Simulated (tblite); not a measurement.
Compound: C2H8O3Si2.
SMILES with atom numbers: `[OH:1][Si@@H:2]1[CH2:3][CH2:4][Si@@H:5]([OH:6])[O:7]1` (hydrogens: H8 on O1; H9 on Si2; H10, H11 on C3; H12, H13 on C4; H14 on Si5; H15 on O6)

Structure optimised with GFN2-xTB, isolated species.

Problem. Give the optimised bond lengths and angles.

Solution. 
```tsv
bond	length (Å)
O1–Si2, Si5–O6	1.621
Si2–C3, C4–Si5	1.904
C3–C4	1.537
Si2–O7, Si5–O7	1.640
O1–H8, O6–H15	0.954
Si2–H9, Si5–H14	1.454
C3–H10, C4–H12	1.093
C3–H11, C4–H13	1.090
```

Bonds in one row agree within 0.01 Å and their mean is given. A selection of angles:
```tsv
angle	degrees
Si2–O1–H8	119.6
O1–Si2–C3	115.9
O1–Si2–O7	109.9
O1–Si2–H9	106.5
C3–Si2–O7	99.0
C3–Si2–H9	116.8
O7–Si2–H9	108.3
Si2–C3–C4	107.1
Si2–C3–H10	109.1
Si2–C3–H11	114.4
C4–C3–H10	109.1
C4–C3–H11	110.8
H10–C3–H11	106.3
Si2–O7–Si5	118.9
```

Torsions: O1–Si2–C3–C4 -142° (anticlinal); Si2–C3–C4–Si5 31° (synclinal); C3–C4–Si5–O6 -142° (anticlinal); C4–Si5–O7–Si2 8° (synperiplanar); O1–Si2–O7–Si5 130° (anticlinal); H8–O1–Si2–C3 90°; H15–O6–Si5–C4 89° (synclinal).

The 5-membered ring Si2–C3–C4–Si5–O7 has internal angles of 99.0° to 118.9°; it is puckered, 0.15 Å rms from its mean plane, widest ring torsion 31°. Si2 (oxygen-bound silicon) is distorted tetrahedral (angles from 99.0° to 116.8°).

Point group: C2 (every atom within 0.08 Å of its image). GFN2-xTB frequencies show an imaginary mode (63i cm⁻¹), so the point is no minimum at that level. Torsions: H–O1–Si2–C3 90°, C4–Si5–O6–H 89°, O1–Si2–C3–C4 -142°, Si2–C3–C4–Si5 31°, C3–C4–Si5–O6 -142°, C4–Si5–O7–Si2 8°. 2 starts were optimised and ended at 0.00 and 1.08 kcal/mol (GFN2-xTB); the lowest of these is shown.

The numbers are calculated, not measured.
